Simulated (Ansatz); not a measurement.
Input and output for `C#[C][Al]([OH])[OH]`.

```yaml
crystal:
  periodic: [false, false, false]
  atoms:
    - {symbol: C, position_ang: [-0.626308, 1.929601, 1.355750]}
    - {symbol: C, position_ang: [-0.367120, 0.941148, 0.709306]}
    - {symbol: Al, position_ang: [0.086764, -0.580055, -0.324854]}
    - {symbol: O, position_ang: [1.430714, -0.593101, -1.348413]}
    - {symbol: O, position_ang: [-0.881363, -1.953899, -0.214796]}
    - {symbol: H, position_ang: [-0.862257, 2.797270, 1.929583]}
    - {symbol: H, position_ang: [2.016727, 0.154256, -1.452631]}
    - {symbol: H, position_ang: [-0.704958, -2.752218, -0.709644]}
basis:
  gaussian: {orbitals: 6-31G, fitting: {mean_field: def2-universal-jkfit}}
hamiltonian: {xc: {name: CAM-B3LYP}, dispersion: d4}
output: {forces: true}
```

```sh
$ ansatz run in.yaml --threads 2 --pin off --events-out ev --progress --plain --max-ram 4352MiB
```

Shortened log:

```
Functional definition: CAM-B3LYP
486 factors; integrals over basis functions are off by at most 2.0e-2 eV
486 factors; integrals over basis functions are off by at most 4.4e-7 eV
mean field evaluation 1: about -12799.7602 eV, gradient 7.2e1 eV
mean field evaluation 2: about -12794.6627 eV, gradient 9.2e1 eV
mean field evaluation 4: about -12809.5929 eV, gradient 1.5e0 eV
mean field evaluation 8: about -12809.5994 eV, gradient 2.7e-2 eV
mean field -12809.59936048 eV, -470.7440938392 hartree, gradient 1.4e-5 eV, S^2 0.000000; 0 other end points of the search recorded, 0 dependent functions left out
reference -12809.59948197 eV, -470.7440983039 hartree; 22, 22 occupied and 33, 33 virtual orbitals, 486 factors
Total energy: -12809.72123042 eV, -470.7485724771 hartree
Atom 0 at    -0.626308     1.929601     1.355750 Å, force    -0.191523     0.665333     0.447498 eV/Å
Atom 1 at    -0.367120     0.941148     0.709306 Å, force     0.230987    -0.555286    -0.426444 eV/Å
Atom 2 at     0.086764    -0.580055    -0.324854 Å, force    -0.571291     0.811273     0.799517 eV/Å
Atom 3 at     1.430714    -0.593101    -1.348413 Å, force     0.332965     0.060777    -0.224325 eV/Å
Atom 4 at    -0.881363    -1.953899    -0.214796 Å, force    -0.157190    -0.421853    -0.071939 eV/Å
Atom 5 at    -0.862257     2.797270     1.929583 Å, force     0.000647    -0.025397    -0.012429 eV/Å
Atom 6 at     2.016727     0.154256    -1.452631 Å, force     0.641195     0.169339    -0.408749 eV/Å
Atom 7 at    -0.704958    -2.752218    -0.709644 Å, force    -0.285789    -0.704188    -0.103128 eV/Å
Dipole moment:     0.250209     0.319507    -0.043658 e Å
```

Hardware: 2 threads of an Intel Xeon Platinum 8259CL on a shared host. Wall time 1.2 s, peak host memory 0.14 GiB.
